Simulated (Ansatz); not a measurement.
Input file for C2H5GeN, SMILES `N=[C]1[CH2][GeH2]1`:

```yaml
crystal:
  periodic: [false, false, false]
  atoms:
    - {symbol: N, position_ang: [-1.012329, 0.884178, -1.521226]}
    - {symbol: C, position_ang: [-0.426620, 0.306473, -0.577686]}
    - {symbol: C, position_ang: [0.869952, 0.303653, 0.161675]}
    - {symbol: Ge, position_ang: [-0.453772, -1.029218, 0.814571]}
    - {symbol: H, position_ang: [-0.406566, 1.602571, -1.935924]}
    - {symbol: H, position_ang: [1.741275, -0.052067, -0.385518]}
    - {symbol: H, position_ang: [1.078195, 1.173975, 0.781651]}
    - {symbol: H, position_ang: [-0.178811, -2.494380, 0.490424]}
    - {symbol: H, position_ang: [-1.122923, -0.741384, 2.155032]}
basis:
  gaussian: {orbitals: def2-TZVPP}
correlation: {method: ccsd_t}
output: {orbitals: {seedname: orbitals}}
```

```sh
$ ansatz run in.yaml --threads 2 --pin off --events-out ev --progress --plain --max-ram 4352MiB
```

The program prints (abridged):

```
Functional definition: HF
1279 factors; integrals over basis functions are off by at most 8.1e-4 eV
mean field evaluation 1: about -60089.9408 eV, gradient 3.7e1 eV
mean field evaluation 2: about -60090.1439 eV, gradient 3.7e1 eV
mean field evaluation 4: about -60093.8940 eV, gradient 4.1e0 eV
mean field evaluation 8: about -60093.9693 eV, gradient 4.4e-1 eV
mean field evaluation 16: about -60093.9720 eV, gradient 2.4e-6 eV
mean field -60093.97202374 eV, -2208.4127387152 hartree, gradient 2.4e-6 eV, S^2 0.000000; 0 other end points of the search recorded, 0 dependent functions left out
12 core orbitals not correlated: weight in the atoms' cores, before any rotation towards them, 1.000 or more for the frozen orbitals, at most 0.000 for the correlated occupied ones
reference -60093.97202374 eV, -2208.4127387152 hartree; 16, 16 occupied and 183, 183 virtual orbitals, 1279 factors
second order -21.40652486 eV of doubles, -0.00000000 eV of singles
cycle   1  -21.22595662 eV  change    1.8e-1 eV  update   1.1e-1
cycle   2  -21.89866982 eV  change   -6.7e-1 eV  update   3.5e-2
cycle   3  -22.01784227 eV  change   -1.2e-1 eV  update   1.7e-2
cycle   4  -22.00611409 eV  change    1.2e-2 eV  update   4.3e-3
cycle   5  -22.00749896 eV  change   -1.4e-3 eV  update   1.9e-3
cycle   6  -22.00790788 eV  change   -4.1e-4 eV  update   5.7e-4
cycle   7  -22.00760110 eV  change    3.1e-4 eV  update   2.4e-4
cycle   8  -22.00757880 eV  change    2.2e-5 eV  update   8.7e-5
cycle   9  -22.00759186 eV  change   -1.3e-5 eV  update   3.4e-5
perturbative correction -1.02268751 eV, -0.0375830727 hartree
Total energy: -60117.00230311 eV, -2209.2590858714 hartree
```

Hardware: 2 threads of an AMD EPYC 7B13 on a shared host. Wall time 110 s, peak host memory 3 GiB.

MP2 recovers 92.9 % of the CCSD(T) correlation energy and the triples give 4.4 %; T1 = 0.0129.
